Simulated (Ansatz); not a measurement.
Gas-phase reaction R1 → P1 + P2, each structure at its B3LYP-D3(BJ)/def2-TZVP stationary point, reached from a drawn start (curvature not checked).
R1: O3S (SMILES O=S(=O)=O), charge 0, multiplicity 1.
P1: O atom, charge 0, multiplicity 3.
P2, SO2 (SMILES O=S=O) (charge 0, multiplicity 1):
```json
[
 {"atom": "S", "x (Å)": "0.0000", "y (Å)": "0.0000", "z (Å)": "0.4878"},
 {"atom": "O", "x (Å)": "0.0000", "y (Å)": "1.2386", "z (Å)": "-0.2438"},
 {"atom": "O", "x (Å)": "0.0000", "y (Å)": "-1.2386", "z (Å)": "-0.2438"}
]
```

P less R. No zero-point or thermal terms; singlets are restricted closed shells; open shells are unrestricted; no spin–orbit coupling.

Correlated levels freeze the cores.

Programs: Ansatz (a quantum-chemistry and plane-wave program). All values are computed, each at the level named.

Total energies in hartree:

```tsv
structure	PBE/def2-TZVPP	PBE0/def2-TZVPP	CCSD(T)/cc-pV(Q+d)Z
R1	-623.563240	-623.568902	-623.181818
P1	-75.009672	-75.018600	-74.993566
P2	-548.401317	-548.411094	-548.055511
```

Question: Work out the reaction energy at each level in kcal/mol (1 hartree = 627.50947 kcal/mol), and say how far PBE/def2-TZVPP lies from CCSD(T)/cc-pV(Q+d)Z.

Answer: 
- PBE/def2-TZVPP: (-75.009672) + (-548.401317) − (-623.563240) = 0.152251 hartree = 95.54 kcal/mol
- PBE0/def2-TZVPP: (-75.018600) + (-548.411094) − (-623.568902) = 0.139208 hartree = 87.35 kcal/mol
- CCSD(T)/cc-pV(Q+d)Z: (-74.993566) + (-548.055511) − (-623.181818) = 0.132741 hartree = 83.30 kcal/mol
PBE/def2-TZVPP less CCSD(T)/cc-pV(Q+d)Z: 12.24 kcal/mol. CCSD(T)/cc-pV(Q+d)Z is the level counted from, the highest shown, and no exact or measured value.
